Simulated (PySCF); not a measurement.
Mg(Cl)(OMe) (CH3ClMgO), SMILES C[O][Mg][Cl]. Atoms are numbered in the order given.

```xyz
7

Mg     0.0000     0.0000    -0.1362
Cl     0.0000     0.0000    -2.3341
O      0.0000     0.0000     1.6254
C      0.0000     0.0000     3.0079
H      0.8909    -0.5143     3.4212
H      0.0000     1.0287     3.4212
H     -0.8909    -0.5143     3.4212
```

Coordinates come from a B3LYP-D3(BJ)/def2-SVP optimisation. The values are those of a single conformer.

The numbers are results of PySCF with B3LYP/pcJ-1, not measurements.

Isotropic couplings with Fermi-contact, spin-dipole and both spin-orbit terms, one fixed conformer, no vibrational averaging. Isotopes: 13C, 1H.

```
pair   bonds apart  J (Hz)
-----  -----------  ------
C4–H5            1     [?]
C4–H6            1     [?]
C4–H7            1     [?]
H5–H6            2   -10.7
H5–H7            2   -10.7
H6–H7            2   -10.7
```

**Question.** Fill in the missing entries. (An estimate is asked for; the answer gives what the named calculation found.)

**Answer.** 
- C4–H5, J (Hz): 142.9
- C4–H6, J (Hz): 142.9
- C4–H7, J (Hz): 142.9
